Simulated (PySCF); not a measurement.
PySCF job for C3H6Cl, SMILES C[C](Cl)C (connectivity only; charge and spin as stated), charge +1, multiplicity 1, TDA-PBE0/def2-SVPD. Coordinates come from a B3LYP-D3(BJ)/def2-SVP optimisation. The spin state was assumed, not searched. The isomer is the one that the SMILES or the coordinates give; other isomers of the formula were not compared.

```python
import numpy as np
from pyscf import gto, scf, dft, tdscf

mol = gto.M(
    atom='''
    C    -0.01538251   -1.28263848   -1.05523359
    C    -0.00000000   -0.00000000   -0.35070788
    C     0.01538251    1.28263849   -1.05523357
    Cl    0.00000000   -0.00000001    1.31081761
    H     1.05551117   -1.51870558   -1.25753265
    H    -0.49380967   -1.19121076   -2.04301811
    H    -0.42528315   -2.10776774   -0.45787378
    H    -1.05551116    1.51870560   -1.25753262
    H     0.42528315    2.10776774   -0.45787376
    H     0.49380966    1.19121078   -2.04301810
    ''',
    basis='def2-SVPD',
    charge=1,
    spin=0,
    symmetry=True,
    max_memory=1600,
    verbose=4,
)
mf = dft.RKS(mol, xc='pbe0').density_fit(auxbasis='def2-universal-jkfit')
mf.grids.level = 3
mf.conv_tol = 1e-9
mf.max_cycle = 100
mf.kernel()
mf.grids = dft.Grids(mol).set(level=1).build(with_non0tab=True)  # coarser grid for the response kernel
td = tdscf.TDA(mf)
td.singlet = True
td.nstates = 10
td.conv_tol = 1e-4
td.positive_eig_threshold = 1e-6
td.kernel(x0=td.get_init_guess(mf, 15))
td.analyze()
tt = tdscf.TDA(mf)
tt.singlet = False
tt.nstates = 4
tt.conv_tol = 1e-4
tt.positive_eig_threshold = 1e-6
tt.kernel(x0=tt.get_init_guess(mf, 9))
tt.analyze(verbose=3)
```

Program output:

```
PySCF version 2.14.0

[INPUT] verbose = 4
[INPUT] num. atoms = 10
[INPUT] num. electrons = 40
[INPUT] charge = 1
[INPUT] spin (= nelec alpha-beta = 2S) = 0
[INPUT] symmetry True subgroup None
[INPUT] Mole.unit = angstrom
[INPUT] Symbol           X                Y                Z      unit          X                Y                Z       unit  Magmom
[INPUT]  1 C     -0.015382510000  -1.282638480000  -1.055233590000 AA   -0.029068731008  -2.423835444028  -1.994102482542 Bohr   0.0
[INPUT]  2 C      0.000000000000   0.000000000000  -0.350707880000 AA    0.000000000000   0.000000000000  -0.662741842927 Bohr   0.0
[INPUT]  3 C      0.015382510000   1.282638490000  -1.055233570000 AA    0.029068731008   2.423835462926  -1.994102444747 Bohr   0.0
[INPUT]  4 Cl     0.000000000000  -0.000000010000   1.310817610000 AA    0.000000000000  -0.000000018897   2.477086282157 Bohr   0.0
[INPUT]  5 H      1.055511170000  -1.518705580000  -1.257532650000 AA    1.994627032719  -2.869937610049  -2.376392301199 Bohr   0.0
[INPUT]  6 H     -0.493809670000  -1.191210760000  -2.043018110000 AA   -0.933165033962  -2.251062093035  -3.860744695427 Bohr   0.0
[INPUT]  7 H     -0.425283150000  -2.107767740000  -0.457873780000 AA   -0.803668678892  -3.983103762793  -0.865256043819 Bohr   0.0
[INPUT]  8 H     -1.055511160000   1.518705600000  -1.257532620000 AA   -1.994627013822   2.869937647843  -2.376392244507 Bohr   0.0
[INPUT]  9 H      0.425283150000   2.107767740000  -0.457873760000 AA    0.803668678892   3.983103762793  -0.865256006025 Bohr   0.0
[INPUT] 10 H      0.493809660000   1.191210780000  -2.043018100000 AA    0.933165015065   2.251062130830  -3.860744676529 Bohr   0.0

nuclear repulsion = 158.932750366327
point group symmetry = C2
symmetry origin: [ 0.00000000e+00 -3.22636165e-09  5.06999688e-09]
symmetry axis x: [1.00000000e+00 9.36297994e-10 1.63360005e-10]
symmetry axis y: [ 9.36297995e-10 -1.00000000e+00 -5.14657237e-09]
symmetry axis z: [-1.63360000e-10 -5.14657238e-09  1.00000000e+00]
num. orbitals of irrep A = 71
num. orbitals of irrep B = 64
number of shells = 59
number of NR pGTOs = 195
number of NR cGTOs = 135
basis = def2-SVPD
ecp = {}


[settings echo left out]
init E= -577.874634115435
HOMO (B) = -0.354949717164335  LUMO (B) = -0.141686057889589  gap/eV = 5.80320
cycle= 1 E= -577.245283539659  delta_E= 0.629  |g|= 0.455  |ddm|= 4.28
HOMO (B) = -0.576088726626393  LUMO (B) = -0.418716643564125  gap/eV = 4.28231
cycle= 2 E= -577.163293376334  delta_E= 0.082  |g|= 0.757  |ddm|=    2
HOMO (B) = -0.570312840652296  LUMO (B) = -0.341715736963828  gap/eV = 6.22044
cycle= 3 E= -577.300621726121  delta_E= -0.137  |g|= 0.0761  |ddm|= 1.14
HOMO (B) = -0.556975959126295  LUMO (B) = -0.33941327715045  gap/eV = 5.92018
cycle= 4 E= -577.301880581759  delta_E= -0.00126  |g|= 0.032  |ddm|= 0.157
HOMO (B) = -0.559411455155857  LUMO (B) = -0.336343770264374  gap/eV = 6.06998
cycle= 5 E= -577.302179534578  delta_E= -0.000299  |g|= 0.0033  |ddm|= 0.0602
HOMO (B) = -0.559422332937493  LUMO (B) = -0.336575890991042  gap/eV = 6.06396
cycle= 6 E= -577.30218309452  delta_E= -3.56e-06  |g|= 0.000369  |ddm|= 0.0069
HOMO (B) = -0.559357791954404  LUMO (B) = -0.336567093112604  gap/eV = 6.06244
cycle= 7 E= -577.302183130863  delta_E= -3.63e-08  |g|= 0.000105  |ddm|= 0.000893
HOMO (B) = -0.559386374347236  LUMO (B) = -0.336583759719354  gap/eV = 6.06277
cycle= 8 E= -577.302183134079  delta_E= -3.22e-09  |g|= 2.19e-05  |ddm|= 0.000279
HOMO (B) = -0.55938436820736  LUMO (B) = -0.336581687989327  gap/eV = 6.06277
cycle= 9 E= -577.302183134215  delta_E= -1.36e-10  |g|= 3.02e-06  |ddm|= 4.48e-05
HOMO (B) = -0.55938514417922  LUMO (B) = -0.336582443255967  gap/eV = 6.06277
Extra cycle  E= -577.302183134219  delta_E= -4.55e-12  |g|= 1.85e-06  |ddm|= 1.21e-05
converged SCF energy = -577.302183134219
tot grids = 36688
Overwritten attributes  positive_eig_threshold  of <class 'pyscf.tdscf.rks.TDA'>


******** <class 'pyscf.tdscf.rks.TDA'> for <class 'pyscf.df.df_jk.DFSymAdaptedRKS'> ********
nstates = 10 singlet
deg_eia_thresh = 1.000e-03
wfnsym = None
conv_tol = 0.0001
eigh lindep = 1e-12
eigh level_shift = 0
eigh max_cycle = 100


Excitation energies (eV)
[4.23648421 5.9319748  6.23018917 6.46873754 7.09840438 8.09003843
 8.73515838 8.84569278 9.23882361 9.75416435]

** Singlet excitation energies and oscillator strengths **
Excited State   1:    A      4.23648 eV    292.66 nm  f=0.0000
      20 -> 21       -0.70497
Excited State   2:    A      5.93197 eV    209.01 nm  f=0.0005
      18 -> 21        0.70075
Excited State   3:    B      6.23019 eV    199.01 nm  f=0.0021
      16 -> 21        0.46771
      17 -> 21       -0.52698
Excited State   4:    A      6.46874 eV    191.67 nm  f=0.2628
      19 -> 21       -0.68088
Excited State   5:    B      7.09840 eV    174.66 nm  f=0.2603
      16 -> 21        0.52159
      17 -> 21        0.46222
Excited State   6:    A      8.09004 eV    153.26 nm  f=0.0000
      14 -> 21        0.62687
      15 -> 21       -0.31258
Excited State   7:    B      8.73516 eV    141.94 nm  f=0.0023
      13 -> 21        0.69467
Excited State   8:    B      8.84569 eV    140.16 nm  f=0.0009
      20 -> 22        0.69651
Excited State   9:    A      9.23882 eV    134.20 nm  f=0.0155
      14 -> 21        0.30540
      15 -> 21        0.60579
Excited State  10:    B      9.75416 eV    127.11 nm  f=0.0005
      19 -> 22       -0.69629

** Transition electric dipole moments (AU) **
state          X           Y           Z        Dip. S.      Osc.
  1        -0.0000     -0.0000     -0.0082      0.0001      0.0000
  2        -0.0000      0.0000     -0.0562      0.0032      0.0005
  3        -0.0691      0.0934      0.0000      0.0135      0.0021
  4        -0.0000     -0.0000      1.2877      1.6583      0.2628
  5         0.2421     -1.1991     -0.0000      1.4965      0.2603
  6        -0.0000     -0.0000     -0.0094      0.0001      0.0000
  7        -0.0944      0.0406     -0.0000      0.0106      0.0023
  8        -0.0143      0.0628      0.0000      0.0041      0.0009
  9         0.0000     -0.0000      0.2618      0.0685      0.0155
 10         0.0461      0.0015      0.0000      0.0021      0.0005

** Transition velocity dipole moments (imaginary part, AU) **
state          X           Y           Z        Dip. S.      Osc.
  1        -0.0000      0.0000      0.0049      0.0000      0.0001
  2        -0.0000     -0.0000      0.0126      0.0002      0.0005
  3         0.0152     -0.0023      0.0000      0.0002      0.0007
  4        -0.0000      0.0000      0.0485      0.0024      0.0066
  5        -0.0046     -0.1360      0.0000      0.0185      0.0473
  6         0.0000     -0.0000      0.0063      0.0000      0.0001
  7         0.0100      0.0086     -0.0000      0.0002      0.0004
  8         0.0076      0.0945     -0.0000      0.0090      0.0184
  9        -0.0000      0.0000      0.0751      0.0056      0.0111
 10        -0.0386      0.0085      0.0000      0.0016      0.0029

** Transition magnetic dipole moments (imaginary part, AU) **
state          X           Y           Z
  1         0.0000     -0.0000      0.8761
  2         0.0000     -0.0000     -0.7138
  3        -0.0204     -1.0112     -0.0000
  4         0.0000     -0.0000     -0.0544
  5         0.1056     -0.1077     -0.0000
  6         0.0000     -0.0000      0.5543
  7        -0.0408     -0.7497     -0.0000
  8        -0.6350      0.0532     -0.0000
  9         0.0000      0.0000     -0.0731
 10        -0.0023     -0.3274      0.0000


******** <class 'pyscf.tdscf.rks.TDA'> for <class 'pyscf.df.df_jk.DFSymAdaptedRKS'> ********
nstates = 4 triplet
deg_eia_thresh = 1.000e-03
wfnsym = None
conv_tol = 0.0001
eigh lindep = 1e-12
eigh level_shift = 0
eigh max_cycle = 100


Excitation energies (eV)
[3.8780074  4.59302235 5.58150066 5.70776765]

** Triplet excitation energies and oscillator strengths **
Excited State   1:    A      3.87801 eV    319.71 nm  f=0.0000
Excited State   2:    A      4.59302 eV    269.94 nm  f=0.0000
Excited State   3:    A      5.58150 eV    222.13 nm  f=0.0000
Excited State   4:    B      5.70777 eV    217.22 nm  f=0.0000
```

The calculation finished and met its thresholds.

Cost: very roughly 100 core-seconds.
